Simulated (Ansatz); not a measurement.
Zn(F)(Et) (C2H5FZn), SMILES C[CH2][Zn][F].

Geometry: B3LYP-D3(BJ)/def2-SVP. The structure was generated by enumeration; whether it is a known compound was not checked. One conformer was computed; it need not be the lowest.

Two levels are set side by side: PBE/def2-SVPD (Ansatz, a quantum-chemistry and plane-wave program) and PBE0/def2-SVPD (Ansatz). Energy differences of separate SCF runs at the same geometry; the states with an electron removed or added have multiplicity 2 and 2. Differences are taken from unrounded values.

| quantity | PBE |
|---|---|
| vertical ionisation energy (eV) | 10.17 |
| vertical singlet–triplet gap (eV) | 5.38 |

Question: These are the PBE values. What does PBE0 give? (An estimate is asked for; the answer gives what the named calculation found.)

Answer: 
| quantity | PBE0 | PBE minus PBE0 |
|---|---|---|
| vertical ionisation energy (eV) | 10.29 | -0.12 |
| vertical singlet–triplet gap (eV) | 5.54 | -0.17 |
